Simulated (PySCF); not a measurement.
## Computed properties of Te(Me)(SiH3) (CH₆SiTe), SMILES C[Te][SiH3]

Te(Me)(SiH3) (CH6SiTe), SMILES C[Te][SiH3]. The structure is a stationary point at B3LYP-D3(BJ)/def2-SVP. The def2 effective core potentials stand for the cores of Te; spin–orbit coupling is left out. One conformer was computed; it need not be the lowest. All values are computed for the isolated molecule unless a solvent is named; none is compared with measurement here.

**Structure.** The optimised structure has Cs symmetry. All 21 harmonic modes at B3LYP-D3(BJ)/def2-SVP (PySCF) are real, so it is a minimum. With heavy atoms numbered as in [Te:1]([CH3:2])[SiH3:6], the shortest bond between them is Te1–C2 at 2.190 Å and the longest Te1–Si6 at 2.514 Å.

**Vibrations.** The strongest infrared lines (harmonic, unscaled, degenerate partners summed) lie at 893 cm⁻¹ (366 km/mol, H 92 %), 2214 cm⁻¹ (102 km/mol, H 96 %), 2207 cm⁻¹ (91 km/mol, H 99 %). The softest mode is at 83 cm⁻¹ and the zero-point energy is 38.5 kcal/mol.

**Electronic structure.** PBE0/def2-TZVPD (PySCF) places the frontier levels at -6.15 and -0.97 eV, a gap of 5.18 eV, and gives a dipole moment of 1.12 D and a mean polarisability of 88.4 bohr³.

**Excitations.** TDA-ωB97X/def2-SVPD (PySCF) has S1 at 3.91 eV (317 nm, f = 0.002, dark); the most intense of the 10 singlets computed lies at 7.36 eV (f = 0.43). T1 (TDA) is at 3.50 eV, 0.41 eV under S1. No vertical singlet excitation falls in the visible range (under 3.1 eV).
